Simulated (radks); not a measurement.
The sulfur ion S3.125+, 12.875 electrons, occupied as [He] 2s(up 1, down 0.875) 2p6 3s2 3p1 (fractional occupations, a model configuration). All-electron calculation, non-relativistic Kohn-Sham, LDA (Slater exchange, Perdew-Wang correlation), spin-polarised, spherical densities, point nucleus; open shells are filled with parallel spins first. Program: a radial shooting solver on a logarithmic mesh with Libxc functionals.

Normalised radial functions P(r) = r R(r), r in bohr:

| r | 2p up | 3p down |
|---|---|---|
| 0.009067 | 0.0100 | 0.0035 |
| 0.01153 | 0.0158 | 0.0055 |
| 0.01465 | 0.0249 | 0.0087 |
| 0.01848 | 0.0385 | 0.0134 |
| 0.02349 | 0.0598 | 0.0208 |
| 0.02963 | 0.0907 | 0.0315 |
| 0.03766 | 0.1377 | 0.0477 |
| 0.04788 | 0.2059 | 0.0713 |
| 0.06038 | 0.2980 | 0.1030 |
| 0.07676 | 0.4265 | 0.1469 |
| 0.0968 | 0.5860 | 0.2008 |
| 0.1231 | 0.7850 | 0.2665 |
| 0.1564 | 1.0055 | 0.3359 |
| 0.1973 | 1.2128 | 0.3938 |
| 0.2508 | 1.3806 | 0.4243 |
| 0.3188 | 1.4530 | 0.3995 |
| 0.4021 | 1.3972 | 0.3005 |
| 0.5111 | 1.2037 | 0.1095 |
| 0.6446 | 0.9192 | -0.1487 |
| 0.8195 | 0.5946 | -0.4472 |
| 1.042 | 0.3168 | -0.7041 |
| 1.314 | 0.1373 | -0.8370 |
| 1.67 | 0.0430 | -0.8055 |
| 2.123 | 0.0092 | -0.6203 |
| 2.677 | 0.0013 | -0.3793 |
| 3.404 | 0.0001 | -0.1697 |
| 4.293 | 0.0000 | -0.0551 |
| 5.457 | 0.0000 | -0.0110 |

2p up: eigenvalue -203.60 eV, 0 radial nodes, <r> = 0.440 bohr, 90 % of the charge inside 0.733 bohr. 3p down (empty): eigenvalue -41.738 eV, 1 radial node at r = 0.568 bohr, <r> = 1.64 bohr, 90 % of the charge inside 2.48 bohr.
